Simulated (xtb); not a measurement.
C$_{2}$H$_{7}$O, charge +1, singlet, from a rough starting geometry; GFN2-xTB run with xtb.

Input for xtb:
```
$ xtb mol.xyz --gfn 2 --chrg 1 --opt vtight --json

# file mol.xyz
10

C      1.00064629     0.35572712    -0.01131264
C     -0.09893220    -0.65614728    -0.07610942
O     -1.43252925    -0.02733172     0.09341573
H      1.89869074    -0.12387379    -0.06738146
H      0.86330856     1.15691441    -0.74942960
H      0.97083024     0.84329455     1.02168276
H     -0.00000306    -1.41098807     0.65988842
H     -0.14181240    -1.10822144    -1.05947541
H     -1.59179375     0.62406828    -0.63764040
H     -1.55636081     0.30063707     0.98095485
```

The log (banner, timings and long lists left out):

```
   ID    Z sym.   atoms
    1    6 C      1, 2
    2    8 O      3
    3    1 H      4-10

           -------------------------------------------------
          |                Calculation Setup                |
           -------------------------------------------------

           -------------------------------------------------
          |                 G F N 2 - x T B                 |
           -------------------------------------------------

          ...................................................
          :                      SETUP                      :
          :.................................................:
          :  # basis functions                  19          :
          :  # atomic orbitals                  19          :
          :  # shells                           13          :
          :  # electrons                        20          :
          :  max. iterations                   250          :
          :  Hamiltonian                  GFN2-xTB          :
          :  restarted?                      false          :
          :  GBSA solvation                  false          :
          :  PC potential                    false          :
          :  electronic temp.          300.0000000     K    :
          :  accuracy                    1.0000000          :
          :  -> integral cutoff          0.2500000E+02      :
          :  -> integral neglect         0.1000000E-07      :
          :  -> SCF convergence          0.1000000E-05 Eh   :
          :  -> wf. convergence          0.1000000E-03 e    :
          :  Broyden damping             0.4000000          :
          :  net charge                          1          :
          :  unpaired electrons                  0          :
          ...................................................

 iter      E             dE          RMSdq      gap      omega  full diag
   1    -11.5540053 -0.115540E+02  0.359E+00   10.73       0.0  T
   2    -11.5697805 -0.157751E-01  0.236E+00    9.55       1.0  T
   3    -11.5715057 -0.172522E-02  0.710E-01    8.86       1.0  T
   4    -11.5716969 -0.191230E-03  0.177E-01    8.67       1.0  T
   5    -11.5717349 -0.379349E-04  0.701E-02    8.77       1.0  T
   6    -11.5717363 -0.138897E-05  0.145E-02    8.78       2.2  T
   7    -11.5717366 -0.312893E-06  0.362E-03    8.79       8.7  T
   8    -11.5717366 -0.812480E-08  0.800E-04    8.79      39.5  T
   9    -11.5717366 -0.105948E-08  0.301E-04    8.79     104.9  T

[...]
         :: total energy             -11.425526301533 Eh    ::
 * total energy  :   -11.4255263 Eh     change       -0.1714913E-09 Eh
 * total energy  :   -11.4324007 Eh     change       -0.6874383E-02 Eh
 * total energy  :   -11.4334200 Eh     change       -0.1019321E-02 Eh
 * total energy  :   -11.4334950 Eh     change       -0.7497975E-04 Eh
 * total energy  :   -11.4335286 Eh     change       -0.3366421E-04 Eh
 * total energy  :   -11.4335349 Eh     change       -0.6254727E-05 Eh
 * total energy  :   -11.4335367 Eh     change       -0.1810588E-05 Eh
 * total energy  :   -11.4335381 Eh     change       -0.1352682E-05 Eh
 * total energy  :   -11.4335389 Eh     change       -0.8076622E-06 Eh
 * total energy  :   -11.4335392 Eh     change       -0.2913058E-06 Eh
 * total energy  :   -11.4335392 Eh     change       -0.6076938E-07 Eh
   *** GEOMETRY OPTIMIZATION CONVERGED AFTER 11 ITERATIONS ***
         :: total energy             -11.433539227393 Eh    ::
[...]
     4   1 H        0.925     0.116     1.643     2.004
     5   1 H        0.925     0.084     1.937     2.176
     6   1 H        0.925     0.084     1.937     2.176
     7   1 H        0.924     0.130     1.535     1.938
     8   1 H        0.924     0.130     1.535     1.938
     9   1 H        0.802     0.400     0.484     1.093
    10   1 H        0.802     0.400     0.484     1.093

 Mol. C6AA /au·bohr⁶  :        459.706899
 Mol. C8AA /au·bohr⁸  :       9329.113584
 Mol. α(0) /au        :         31.479211

Wiberg/Mayer (AO) data.
largest (>0.10) Wiberg bond orders for each atom

 ---------------------------------------------------------------------------
     #   Z sym  total        # sym  WBO       # sym  WBO       # sym  WBO
 ---------------------------------------------------------------------------
     1   6 C    3.971 --     2 C    1.037     6 H    0.977     5 H    0.977
                             4 H    0.959
     2   6 C    3.807 --     1 C    1.037     7 H    0.961     8 H    0.961
                             3 O    0.831
     3   8 O    2.515 --     2 C    0.831    10 H    0.824     9 H    0.824
     4   1 H    0.986 --     1 C    0.959
     5   1 H    0.993 --     1 C    0.977
     6   1 H    0.993 --     1 C    0.977
     7   1 H    0.983 --     2 C    0.961
     8   1 H    0.983 --     2 C    0.961
     9   1 H    0.840 --     3 O    0.824
    10   1 H    0.840 --     3 O    0.824
 ---------------------------------------------------------------------------

Topologies differ in total number of bonds
Writing topology from bond orders to xtbtopo.mol

molecular dipole:
                 x           y           z       tot (Debye)
 q only:       -1.376       0.280       0.149
   full:       -1.501       0.490       0.192       4.043
molecular quadrupole (traceless):
                xx          xy          yy          xz          yz          zz
 q only:        3.981      -2.842      -2.185      -0.856       0.103      -1.796
  q+dip:        2.543      -3.662      -2.267      -0.851      -0.130      -0.275
   full:        3.138      -3.853      -2.323      -0.943      -0.033      -0.815

optimized geometry written to: xtbopt.xyz

           -------------------------------------------------
          | TOTAL ENERGY              -11.433539227393 Eh   |
          | GRADIENT NORM               0.000059941220 Eh/α |
          | HOMO-LUMO GAP               8.985275775887 eV   |
           -------------------------------------------------
```
